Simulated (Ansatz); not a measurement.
**Two structures, one formula**

The two ends of one reaction step of AlH5SO3, singlet (PBE0-D4/def2-TZVP).

A:

```tsv
atom	x (Å)	y (Å)	z (Å)
Al1	0.1410	-0.3231	-0.1349
S2	1.0785	0.8613	-1.7591
O3	1.0542	-0.5510	1.3064
O4	-0.9986	-1.4475	-0.7117
H5	-0.6950	1.9372	0.2907
O6	-0.8192	1.1256	0.8016
H7	0.1971	0.4190	-2.6718
H8	1.7892	-1.1517	1.3981
H9	-1.4341	-2.0790	-0.1431
H10	-0.3130	1.2095	1.6239
```

B:

Al1  (-0.067, -0.248, 0.515)
S2  (0.725, 1.313, -1.309)
O3  (1.482, -0.640, 1.121)
O4  (-0.864, -1.406, -0.463)
H5  (-0.497, 1.515, -1.831)
O6  (-1.044, 0.881, 1.349)
H7  (1.006, 0.336, -2.188)
H8  (1.815, -1.534, 1.069)
H9  (-1.814, -1.501, -0.424)
H10  (-0.743, 1.283, 2.162)
(Å)

Ansatz 0.2.0; basis: def2-TZVPP; cores frozen in the correlated methods. B3LYP uses VWN-RPA correlation.

(1) Which structure is lower at CCSD(T), and by how much? (To be estimated.)

The T1 diagnostic stays at or below 0.012.

Answers

(1) Computed: A, by 5.64 kcal/mol (electronic energy, against the other). By their contacts, A is AlH₅SO₃ ([OH][Al]([OH])([OH2])[SH]) and B is AlH₅SO₃ ([OH][Al]([OH])([OH])[SH2]).

All methods give the same order:

```tsv
method	E(B) − E(A) (kcal/mol)
SPW92	7.98
PBE-D4	5.75
BLYP-D4	3.14
r2SCAN-D4	6.15
B97M-V	6.73
PBE0-D4	6.96
B3LYP-D4	4.40
r2SCAN0-D4	7.06
BHLYP-D4	5.56
CAM-B3LYP-D4	4.91
wB97X-V	5.74
wB97M-V	6.23
B2PLYP	4.93
PBE-QIDH	7.20
RPA on PBE	4.02
HF	5.90
MP2	5.91
CCSD	5.52
CCSD(T)	5.64
```

Labels in which every atom is bracketed show which atoms are joined, not bond orders.

For scale, one of the runs: CCSD(T)/def2-TZVPP, 247 basis functions, launched by `ansatz run in.yaml --threads 4 --pin off --events-out ev --progress --plain --max-ram 9574MiB`. Time: 2.8 min of wall clock on 4 CPU threads of an Arm Neoverse V1; the host was shared. Peak host memory: 5.1 GiB.
